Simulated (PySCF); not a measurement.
## Correlation energy of Ge²⁺ (germanium, charge +2)

[Ar] 3d9 4s2 4p1, one real determinant (an excited configuration). All numbers are calculated (PySCF 2.14, the spin-free X2C one-electron Hamiltonian (Gaussian nucleus), in x2c-TZVPPall (6s5p4d1f, 48 functions)). Frozen: [Ne]; 20 electrons correlated.

MP2 pair energies summed by pair of shells (mhartree):

| pair | energy | share (%) |
| --- | --- | --- |
| 3p-3d | -63.67 | 26.5 |
| 3d-3d | -63.61 | 26.5 |
| 3p-3p | -20.52 | 8.5 |
| 4s-4s | -20.25 | 8.4 |
| 4s-4p | -16.99 | 7.1 |
| 3d-4s | -14.93 | 6.2 |
| 3s-3d | -14.30 | 6.0 |
| 3s-3p | -9.79 | 4.1 |
| 3p-4s | -6.52 | 2.7 |
| 3d-4p | -5.36 | 2.2 |
| 3p-4p | -2.13 | 0.9 |
| 3s-3s | -1.28 | 0.5 |
| 3s-4s | -0.61 | 0.3 |
| 3s-4p | -0.24 | 0.1 |

Total MP2 correlation energy: -240.20 mhartree.

Same-spin part -72.02 and opposite-spin part -168.18 mhartree; SCS-MP2 scales them by 1/3 and 6/5 to -225.82 mhartree.

The reference is one real determinant that mixes LS terms of this configuration.

This basis was not built for core-valence correlation, so the inner-shell part is incomplete.
